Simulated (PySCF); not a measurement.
## First-order multiplets

Cartesian coordinates in Å; atom numbers follow the order of the lines, from 1:
```xyz
13

B     2.669    0.707   -0.164
N     1.282    0.092    0.024
C     0.238   -0.372    0.156
C    -1.086   -0.941    0.313
C    -2.148    0.098    0.654
F    -3.325   -0.541    0.771
F    -1.851    0.674    1.831
H     2.863    1.403    0.822
H     3.441   -0.240   -0.238
H     2.606    1.351   -1.202
H    -1.373   -1.459   -0.615
H    -1.069   -1.687    1.124
H    -2.239    0.886   -0.113
```

Level of theory: GIAO PBE0/pcSseg-1 shieldings, structure optimised with PBE0-D3(BJ)/def2-SVP, spin–spin couplings from B3LYP/pcJ-1 (spin–dipole term only in couplings to heteroatoms), in PySCF 2.14.0 with density-fitted response routines (non-relativistic Hamiltonian, single conformer, averaged over atoms made equivalent by symmetry, fast rotation or ring inversion, no solvent).

δ = σ(ref) − σ, references computed at the same level: TMS for 13C (σ = 184.41 ppm), 1H (σ = 31.27 ppm); CFCl3 for 19F (σ = 177.25 ppm).

Spectrometer: 400 MHz for 1H. First-order analysis; couplings under 1 Hz (under 4 Hz in carbon signals) are ignored, and nearly equal couplings are merged; the smaller ones broaden or split the lines further.

(1) What pattern does C3 show in the proton-coupled 13C spectrum?

(2) What pattern does H11/H12 show (1H)?

(3) What pattern does H13 show (1H)?

(4) What pattern does F6/F7 show (19F)?

Results:

(1) A triplet of triplets of quartets at δ 110.5: 11.4 Hz to H11/H12 (2 × 1H, 2 bonds away), 9.5 Hz to F6/F7 (2 × 19F, 3 bonds away), 8.8 Hz to H8/H9/H10 (3 × 1H, 3 bonds away).

(2) A triplet of quartets of doublets at δ 2.84: 13.1 Hz to F6/F7 (2 × 19F, 3 bonds away), 6.3 Hz to H8/H9/H10 (3 × 1H, 5 bonds away), 4.4 Hz to H13 (1 × 1H, 3 bonds away). Lines in Hz from the centre (relative intensity): +24.8 (1), +20.4 (1), +18.4 (3), +14.1 (3), +12.2 (3), +11.7 (2), +7.8 (3), +7.2 (2), +5.8 (1), +5.3 (6), +1.4 (1), +0.9 (6), -0.9 (6), -1.4 (1), -5.3 (6), -5.8 (1), -7.2 (2), -7.8 (3), -11.7 (2), -12.2 (3), -14.1 (3), -18.4 (3), -20.4 (1), -24.8 (1). The outer lines are 49.5 Hz apart, the sum of the couplings kept, or 0.124 ppm at this field.

(3) A triplet of triplets at δ 5.93: 62.4 Hz to F6/F7 (2 × 19F, 2 bonds away), 4.4 Hz to H11/H12 (2 × 1H, 3 bonds away). Lines in Hz from the centre (relative intensity): +66.8 (1), +62.4 (2), +58.0 (1), +4.4 (2), +0.0 (4), -4.4 (2), -58.0 (1), -62.4 (2), -66.8 (1). The outer lines are 133.6 Hz apart, the sum of the couplings kept, or 0.334 ppm at this field.

(4) A doublet of triplets at δ -124.9: 62.4 Hz to H13 (1 × 1H, 2 bonds away), 13.1 Hz to H11/H12 (2 × 1H, 3 bonds away). Lines in Hz from the centre (relative intensity): +44.3 (1), +31.2 (2), +18.1 (1), -18.1 (1), -31.2 (2), -44.3 (1). The outer lines are 88.6 Hz apart, the sum of the couplings kept, or 0.235 ppm at this field.

Hydrogens on boron are broadened and split by 11B (spin 3/2, 80 %) and 10B (spin 3). Unscaled 3J(H,H) at this level run about 10 % above measured values. Vicinal H,H couplings across rotating CH2–CH2 and CH–CH2 bonds are estimated from the computed gauche and anti values for equal rotamer populations, (2 J gauche + J anti)/3. Vicinal couplings across rotatable single bonds and in flexible rings belong to the one computed conformer; a conformer average would change them.
